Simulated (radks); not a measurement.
Trend from Zr+ to Cd+: ionisation energy by Delta-SCF between NIST ground configurations, and size. Method: Dirac Kohn-Sham, PBE, spin-unpolarised, spherical densities, finite nucleus; open shells fill j = l - 1/2 first; Fermi nuclear charge, rms radius of each element as measured or else 0.836 A^(1/3) + 0.57 fm; computed with a radial shooting solver on a logarithmic mesh with Libxc functionals.

species  configuration  configuration of the ion  IE (eV)  NIST (eV)       kind   -e(HOMO) (eV)  outermost  <r> outermost (bohr)  r at 0.001 e/bohr^3 (bohr)
Zr+       [Kr] 4d2 5s1                  [Kr] 4d2   12.923     13.130       exp.   9.927 (5s1/2)      5s1/2                  3.43                        4.48
Nb+           [Kr] 4d4                  [Kr] 4d3   14.080     14.320  semi-emp.   9.331 (4d3/2)      4d3/2                  2.05                        4.08
Mo+           [Kr] 4d5                  [Kr] 4d4   15.290       16.2  semi-emp.  10.260 (4d5/2)      4d5/2                  1.91                        4.00
Tc+       [Kr] 4d5 5s1                  [Kr] 4d5   14.826     15.260  semi-emp.  11.370 (5s1/2)      5s1/2                  3.04                        4.22
Ru+           [Kr] 4d7                  [Kr] 4d6   17.988       16.8  semi-emp.  12.364 (4d5/2)      4d5/2                  1.65                        3.83
Rh+           [Kr] 4d8                  [Kr] 4d7   19.298     18.080  semi-emp.  13.390 (4d5/2)      4d5/2                  1.56                        3.75
Pd+           [Kr] 4d9                  [Kr] 4d8   20.590       19.4  semi-emp.  14.406 (4d5/2)      4d5/2                  1.47                        3.67
Ag+          [Kr] 4d10                  [Kr] 4d9   21.868     21.484       exp.  15.415 (4d5/2)      4d5/2                  1.40                        3.59
Cd+      [Kr] 4d10 5s1                 [Kr] 4d10   17.126     16.908       exp.  13.057 (5s1/2)      5s1/2                  2.65                        3.86

Reference values: NIST Atomic Spectra Database (exp. = measured, semi-emp. = semi-empirical, theory = theoretical value adopted there). Spin polarisation and multiplet splitting are left out, so open shells lie too high by an amount that depends on their filling.

Beside tabulated values, note that spin-unpolarised runs miss the spin-polarisation part of the exchange energy of open shells.
